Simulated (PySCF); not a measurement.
Species: C₃F₅OP.
Numbering: `[O:1]=[C:2]=[P:3][C:4]([F:5])([F:6])[C:7]([F:8])([F:9])[F:10]`

Structure used (GFN2-xTB), in Å, numbered top down from 1:
```xyz
10
C3F5OP angstrom
O      2.8925   -0.0484    0.7616
C      2.0944    0.3519    0.0354
P      1.1031    0.9972   -1.1253
C     -0.4822    0.7042   -0.0951
F     -0.3911    1.1935    1.1600
F     -1.4876    1.3720   -0.6957
C     -0.8585   -0.7896   -0.0249
F     -0.9113   -1.3046   -1.2540
F      0.0756   -1.4669    0.6508
F     -2.0260   -1.0046    0.5647
```

Level of theory: TDDFT B3LYP/def2-SVPD, vertical, gas phase, core orbitals frozen in the response (PySCF 2.14.0, density-fitted response routines).

```json
{"state": "S1", "λ (nm)": "428.9", "E (eV)": "2.89", "f": "0.0006", "main configurations (H = HOMO, L = LUMO)": "H→L (100%)"}
{"state": "S2", "λ (nm)": "246.8", "E (eV)": "5.02", "f": "0.0080", "main configurations (H = HOMO, L = LUMO)": "H-1→L (54%), H→L+1 (45%)"}
{"state": "S3", "λ (nm)": "215.6", "E (eV)": "5.75", "f": "0.0020", "main configurations (H = HOMO, L = LUMO)": "H→L+2 (98%)"}
{"state": "S4", "λ (nm)": "185.8", "E (eV)": "6.67", "f": "0.107", "main configurations (H = HOMO, L = LUMO)": "H→L+3 (70%), H→L+1 (9%), H-1→L (9%)"}
{"state": "S5", "λ (nm)": "184.6", "E (eV)": "6.72", "f": "0.030", "main configurations (H = HOMO, L = LUMO)": "H-1→L+1 (89%)"}
{"state": "S6", "λ (nm)": "184.1", "E (eV)": "6.73", "f": "0.280", "main configurations (H = HOMO, L = LUMO)": "H→L+1 (28%), H-1→L (27%), H→L+3 (24%)"}
{"state": "S7", "λ (nm)": "171.8", "E (eV)": "7.22", "f": "0.055", "main configurations (H = HOMO, L = LUMO)": "H-2→L (77%), H→L+4 (9%)"}
{"state": "S8", "λ (nm)": "164.8", "E (eV)": "7.53", "f": "0.027", "main configurations (H = HOMO, L = LUMO)": "H→L+4 (76%), H-1→L+2 (10%)"}
```

Triplets (Tamm–Dancoff): T1 2.53 eV, H→L (100%); T2 3.69 eV, H→L+1 (97%); T3 4.55 eV, H-1→L (96%).

The lowest singlet comes at 429 nm (279 kJ/mol) in the visible; it is very weak; its leading configuration is HOMO→LUMO (100%). The strongest level in the table is S6 at 6.73 eV (184 nm, f = 0.280). Löwdin shares by element: HOMO phosphorus 48%, carbon 30% or more, oxygen 15%; LUMO carbon 47% or more, oxygen 28%, phosphorus 19%. The listed states span 4.63 eV, and the widest gap between neighbours is 2.13 eV (S1 to S2). Orbital energies (eV): HOMO-3 -12.22, HOMO-2 -11.23, HOMO-1 -9.41, HOMO -7.45, LUMO -3.07, LUMO+1 -1.52, LUMO+2 -0.42. Weighted by f, the mean energy of these states is 6.78 eV. S1 lies in the visible range (380 to 750 nm), at 429 nm, f = 0.0006; light of that wavelength is violet, and its complementary colour is yellow-green; a Tamm–Dancoff triplet lies at 490 nm, without intensity as long as spin–orbit coupling is left out. The window holds the lowest 8 singlets.

On one thread of an Arm Neoverse V1, no GPU, shared host, this took 42 s and 0.85 GiB of memory at its peak.

One conformer stands for the species.
